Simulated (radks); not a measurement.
Values are calculated unless marked as measured or tabulated.
Spin polarisation of the 2p3 shell in Ne3+. Start: [He] 2s2 2p(up 1.5, down 1.5); electrons of 2p are moved from spin down to spin up, other shells keep equal spins. Level of theory: scalar-relativistic Kohn-Sham, PBE, spin-polarised, spherical densities, finite nucleus; Fermi nuclear charge, rms radius of each element as measured or else 0.836 A^(1/3) + 0.57 fm (a radial shooting solver on a logarithmic mesh with Libxc functionals).

| moment (Bohr magnetons) | E - E(0) (eV) | e(2p up) (eV) | e(2p down) (eV) | 2s down minus up (eV) | 1s down minus up (eV) |
|---|---|---|---|---|---|
| 0 | 0.000 | -80.549 | -80.549 | 0.000 | 0.000 |
| 0.75 | -0.401 | -81.547 | -79.405 | 2.013 | 0.876 |
| 1.5 | -1.610 | -82.410 | -78.099 | 4.064 | 1.757 |
| 2.25 | -3.641 | -83.144 | -76.610 | 6.184 | 2.649 |
| 3 | -6.518 | -83.746 | -74.926 | 8.399 | 3.555 |

At moment 3 the spin-polarisation energy is -6.518 eV and the 2p exchange splitting 8.820 eV, that is 2.940 eV per Bohr magneton; E = -I m^2/4 would give I = 2.897 eV.
